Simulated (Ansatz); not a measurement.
# Molecular dynamics of Cl2H5NSi2

Input file:

```yaml
crystal:
  periodic: [false, false, false]
  atoms:
    - { symbol: Si, position_ang: [-0.057816, 0.06436, -0.012382] }
    - { symbol: Si, position_ang: [0.061152, 0.035337, 2.330002] }
    - { symbol: H, position_ang: [-1.329485, -0.095676, 2.874465] }
    - { symbol: H, position_ang: [0.912802, -1.122684, 2.744106] }
    - { symbol: H, position_ang: [0.671051, 1.330561, 2.780967] }
    - { symbol: Cl, position_ang: [1.985968, -0.021876, -0.811543] }
    - { symbol: "N", position_ang: [-0.943921, 1.414916, -0.645279] }
    - { symbol: H, position_ang: [-1.272523, 1.450615, -1.598532] }
    - { symbol: H, position_ang: [-1.081737, 2.262189, -0.116941] }
    - { symbol: Cl, position_ang: [-1.011291, -1.734942, -0.792763] }
basis:
  gaussian: { orbitals: "6-31G" }
hamiltonian:
  xc: pbe0
  dispersion: d4
md:
  timestep: 0.5
  n_steps: 150
  ensemble: nvt_nose_hoover
  temperature: 500.0
  initial_velocities: maxwell_boltzmann
  seed: 158584
```

Launched with:

```bash
$ ansatz run input.yaml --threads 1 --pin off --max-ram 2048MiB --backend cpu --events-out ev --progress --plain --runs-dir out
```

It starts from a relaxed structure.

Output, in part (step lines, the closing report, with atoms numbered from 0):

```
md step     0: t =     0.00 fs  T =   500.0 K  F+E_penalty+E_count = -42353.91076980 eV  E_kin = 0.517040 eV  conserved = -42353.39372980 eV  (23 SCF iters)
[... lines left out ...]
Total energy: -42353.59307605 eV, -1556.4658372485 hartree
Atom 0 at    -0.046562     0.053978    -0.026342 Å, force     0.472945    -0.188115    -0.673054 eV/Å
Atom 1 at     0.102238    -0.059618     2.299148 Å, force    -0.792120     0.478409     0.150725 eV/Å
Atom 2 at    -1.359317    -0.236514     2.582207 Å, force    -0.042510    -0.187636     0.238180 eV/Å
Atom 3 at     0.935201    -1.074928     3.001419 Å, force     0.135927    -0.110788    -0.271624 eV/Å
Atom 4 at     0.395158     1.335685     2.744445 Å, force     0.258212     0.099089     0.064582 eV/Å
Atom 5 at     2.109771     0.111893    -0.765039 Å, force    -0.761108    -0.149476     0.111563 eV/Å
Atom 6 at    -0.937888     1.367444    -0.792538 Å, force     0.584107    -1.114096     0.579901 eV/Å
Atom 7 at    -1.515483     1.125434    -1.559220 Å, force    -0.892696    -0.398298    -0.691930 eV/Å
Atom 8 at    -0.617287     2.300738    -0.872190 Å, force     0.512864     0.924362     0.360969 eV/Å
Atom 9 at    -1.177186    -1.755850    -0.723189 Å, force     0.524379     0.646548     0.130689 eV/Å
Dipole moment:    -0.282938     0.573736     0.367609 e Å
```

The steps, from the saved trajectory:

```tsv
time (fs)	T (K)	potential energy less start (eV)	conserved less start (meV/atom)
0.0	500	0.000	0.00
2.5	435	0.068	0.08
5.0	356	0.149	0.05
7.5	252	0.258	0.09
10.0	202	0.309	0.06
12.5	183	0.329	0.07
15.0	204	0.309	0.08
17.5	257	0.254	0.04
20.0	263	0.249	0.09
22.5	275	0.237	0.03
25.0	238	0.279	0.11
27.5	273	0.243	0.03
30.0	284	0.234	0.10
32.5	332	0.186	0.04
35.0	337	0.183	0.07
37.5	328	0.195	0.04
40.0	267	0.262	0.04
42.5	165	0.369	0.09
45.0	112	0.426	0.06
47.5	88	0.451	0.12
50.0	157	0.381	0.03
52.5	195	0.345	0.10
55.0	284	0.255	0.03
57.5	313	0.231	0.08
60.0	320	0.228	0.05
62.5	274	0.281	0.09
65.0	256	0.304	0.07
67.5	257	0.308	0.06
70.0	259	0.310	0.09
72.5	285	0.288	0.05
75.0	262	0.318	0.10
```

All steps were run. The conserved energy stayed within 0.12 meV per atom of its start (net change 0.097 meV per atom), so the integration is sound. The mean temperature of the second half is 53 % below the set value. A run of 0.075 ps of so small a system gives no equilibrium averages. Limits of this set-up: no polarisation functions.

The same pairs are bonded in the first frame and the last. Pairs count as bonded within 1.25 times the sum of covalent radii (0.12 Å more for H–H).

Last frame:

```xyz
10
Properties=species:S:1:pos:R:3
Si -0.047 0.054 -0.026
Si 0.102 -0.060 2.299
H -1.359 -0.236 2.582
H 0.935 -1.075 3.001
H 0.395 1.336 2.744
Cl 2.110 0.112 -0.765
N -0.938 1.367 -0.792
H -1.516 1.125 -1.559
H -0.617 2.301 -0.872
Cl -1.177 -1.756 -0.723
```

Run time: 12 min on 1 thread of Arm Neoverse V1, with other jobs on the host, peak memory 0.17 GiB.
